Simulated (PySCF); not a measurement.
# A survey of 15N NMR shifts

[PySCF: GFN2-xTB structure; PBE0/pcSseg-1 with gauge-including orbitals; in vacuum; rapidly exchanging positions averaged; relativity neglected; one conformer]

Shieldings were converted by a linear fit to measured shifts: 15N (scatter 6.3 ppm rms vs CH3NO2, solution or neat liquid). Occasional misses reach two or three times the rms, and more in compound classes unlike the fitted ones.

Problem. Give the 15N shifts of `NC[C@H]([SiH2]N)C(F)F`, `C#Cc1cnn([C@H](C)CC)n1`, `N#CC1=C[SiH2][C@@]1(F)C#N`, `[H]/N=C/[C@@H](N[SiH3])C(F)(F)CF`, `Cc1nn(C)c(C)p1`, `CN(C)[Si@@H](N)C(F)F`, `C/C=N\N=C/C(C)C`, `C1CN2CCN1CC2`.

Solution. 
```json
{"compound": "[NH2:1][CH2:2][C@H:3]([SiH2:4][NH2:5])[CH:6]([F:7])[F:8]", "environment": "N1: amine nitrogen", "δ (ppm)": "-355.2"}
{"compound": "[NH2:1][CH2:2][C@H:3]([SiH2:4][NH2:5])[CH:6]([F:7])[F:8]", "environment": "N5: nitrogen bonded to Si, 2 H", "δ (ppm)": "-389.9"}
{"compound": "[CH:1]#[C:2][c:3]1[cH:4][n:5][n:6]([C@H:7]([CH3:8])[CH2:9][CH3:10])[n:11]1", "environment": "N5: pyridine-type nitrogen of an azole", "δ (ppm)": "-56.7"}
{"compound": "[CH:1]#[C:2][c:3]1[cH:4][n:5][n:6]([C@H:7]([CH3:8])[CH2:9][CH3:10])[n:11]1", "environment": "N11: pyridine-type nitrogen of an azole", "δ (ppm)": "-60.4"}
{"compound": "[CH:1]#[C:2][c:3]1[cH:4][n:5][n:6]([C@H:7]([CH3:8])[CH2:9][CH3:10])[n:11]1", "environment": "N6: pyrrole-type ring nitrogen", "δ (ppm)": "-128.3"}
{"compound": "[N:1]#[C:2][C:3]1=[CH:4][SiH2:5][C@@:6]1([F:7])[C:8]#[N:9]", "environment": "N1: nitrile nitrogen", "δ (ppm)": "-84.0"}
{"compound": "[N:1]#[C:2][C:3]1=[CH:4][SiH2:5][C@@:6]1([F:7])[C:8]#[N:9]", "environment": "N9: nitrile nitrogen", "δ (ppm)": "-93.2"}
{"compound": "[H]/[N:1]=[CH:2]/[C@@H:3]([NH:4][SiH3:5])[C:6]([F:7])([F:8])[CH2:9][F:10]", "environment": "N1: imine nitrogen", "δ (ppm)": "-71.9"}
{"compound": "[H]/[N:1]=[CH:2]/[C@@H:3]([NH:4][SiH3:5])[C:6]([F:7])([F:8])[CH2:9][F:10]", "environment": "N4: nitrogen bonded to C, Si, H", "δ (ppm)": "-384.5"}
{"compound": "[CH3:1][c:2]1[n:3][n:4]([CH3:5])[c:6]([CH3:7])[p:8]1", "environment": "N3: pyridine-type nitrogen of an azole", "δ (ppm)": "-49.1"}
{"compound": "[CH3:1][c:2]1[n:3][n:4]([CH3:5])[c:6]([CH3:7])[p:8]1", "environment": "N4: pyrrole-type ring nitrogen", "δ (ppm)": "-177.7"}
{"compound": "[CH3:1][N:2]([CH3:3])[Si@@H:4]([NH2:5])[CH:6]([F:7])[F:8]", "environment": "N2: nitrogen bonded to 2 C, Si", "δ (ppm)": "-363.6"}
{"compound": "[CH3:1][N:2]([CH3:3])[Si@@H:4]([NH2:5])[CH:6]([F:7])[F:8]", "environment": "N5: nitrogen bonded to Si, 2 H", "δ (ppm)": "-377.8"}
{"compound": "[CH3:1]/[CH:2]=[N:3]\\[N:4]=[CH:5]/[CH:6]([CH3:7])[CH3:8]", "environment": "N3: imine nitrogen", "δ (ppm)": "-35.4"}
{"compound": "[CH3:1]/[CH:2]=[N:3]\\[N:4]=[CH:5]/[CH:6]([CH3:7])[CH3:8]", "environment": "N4: imine nitrogen", "δ (ppm)": "-45.4"}
{"compound": "C1CN2CCN1CC2", "environment": "amine nitrogen (×2)", "δ (ppm)": "-372.7"}
```
